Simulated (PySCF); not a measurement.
Compound: C₆H₁₂OP₂.
SMILES with atom numbers: `[CH3:1]/[CH:2]=[CH:3]/[P@@:4]([CH3:5])(=[O:6])/[CH:7]=[CH:8]/[PH2:9]` (hydrogens: H10, H11, H12 on C1; H13 on C2; H14 on C3; H15, H16, H17 on C5; H18 on C7; H19 on C8; H20, H21 on P9)

The same species was optimised twice, with GFN2-xTB and with PBE0-D3(BJ)/def2-SVP (PySCF), and the same property calculations (PySCF, gas phase) were run on both structures.

```csv
coordinate,GFN2-xTB,PBE0-D3(BJ)/def2-SVP,change
P4=O6 (Å),1.467,1.501,+0.034
P4–C5 (Å),1.837,1.816,-0.021
C2=C3 (Å),1.326,1.338,+0.012
C7=C8 (Å),1.328,1.339,+0.011
C3–P4 (Å),1.809,1.803,-0.006
C8–P9 (Å),1.812,1.818,+0.006
P4–C7 (Å),1.815,1.810,-0.005
C1–C2 (Å),1.487,1.489,+0.002
O6–P4–C7 (°),113.8,112.5,-1.3
C7–C8–P9 (°),125.9,127.1,+1.2
C3–P4–O6 (°),114.6,113.4,-1.2
C5–P4–C7 (°),104.0,105.0,+1.0
C5–P4–O6 (°),113.8,114.6,+0.8
C3–P4–C7 (°),104.6,105.3,+0.7
P4–C7–C8 (°),118.2,117.6,-0.6
C3–P4–C5 (°),105.0,105.2,+0.2
C2–C3–P4–C5 (°),-127,-127,0
C3–P4–C7–C8 (°),-128,-124,+4
```

Rotational constants: A = 1779, B = 530.6, C = 463.8 MHz (GFN2-xTB) against A = 1757, B = 531.0, C = 463.2 MHz (PBE0-D3(BJ)/def2-SVP). Point groups within 0.08 Å: C1 and C1.

On the GFN2-xTB structure: HOMO (eV) -7.14 [PBE0/pcSseg-1]; LUMO (eV) -0.84 [PBE0/pcSseg-1]; dipole (D) 3.82 [PBE0/pcSseg-1]; GIAO shielding of C1 (ppm) 163.2 [PBE0/pcSseg-1]; GIAO shielding of C2 (ppm) 31.5 [PBE0/pcSseg-1]; GIAO shielding of C3 (ppm) 55.0 [PBE0/pcSseg-1]; GIAO shielding of P4 (ppm) 326.6 [PBE0/pcSseg-1]; GIAO shielding of C5 (ppm) 165.5 [PBE0/pcSseg-1]; GIAO shielding of O6 (ppm) 267.1 [PBE0/pcSseg-1]; GIAO shielding of C7 (ppm) 44.2 [PBE0/pcSseg-1]; GIAO shielding of C8 (ppm) 37.1 [PBE0/pcSseg-1].

**Question.** What do these properties become on the PBE0-D3(BJ)/def2-SVP structure?

**Answer.** 
```csv
property,level,on GFN2-xTB,on PBE0-D3(BJ)/def2-SVP,change
HOMO (eV),PBE0/pcSseg-1,-7.14,-7.10,+0.04
LUMO (eV),PBE0/pcSseg-1,-0.84,-0.94,-0.10
dipole (D),PBE0/pcSseg-1,3.82,3.97,+0.15
"energy, GFN2-xTB geometry as zero (kcal/mol)",PBE0/pcSseg-1,0.0,-2.0,-2.0
GIAO shielding of C1 (ppm),PBE0/pcSseg-1,163.2,161.3,-1.9
GIAO shielding of C2 (ppm),PBE0/pcSseg-1,31.5,27.7,-3.8
GIAO shielding of C3 (ppm),PBE0/pcSseg-1,55.0,53.5,-1.5
GIAO shielding of P4 (ppm),PBE0/pcSseg-1,326.6,319.6,-7.0
GIAO shielding of C5 (ppm),PBE0/pcSseg-1,165.5,165.2,-0.3
GIAO shielding of O6 (ppm),PBE0/pcSseg-1,267.1,259.9,-7.2
GIAO shielding of C7 (ppm),PBE0/pcSseg-1,44.2,44.0,-0.2
GIAO shielding of C8 (ppm),PBE0/pcSseg-1,37.1,32.5,-4.6
```

The heavy atoms differ by 0.035 Å rms after alignment. Among bonds between heavy atoms P4=O6 changes most (+0.034 Å). Changes are differences of the printed values. Neither structure is proved a minimum here.

Shape of the structure used: `[CH3:1]/[CH:2]=[CH:3]/[P@@:4]([CH3:5])(=[O:6])/[CH:7]=[CH:8]/[PH2:9]`: C2–C3–P4–C5 -127°, C3–P4–C7–C8 -124°, H–P9–C8–C7 -126°, H–P9–C8–C7 -30°.
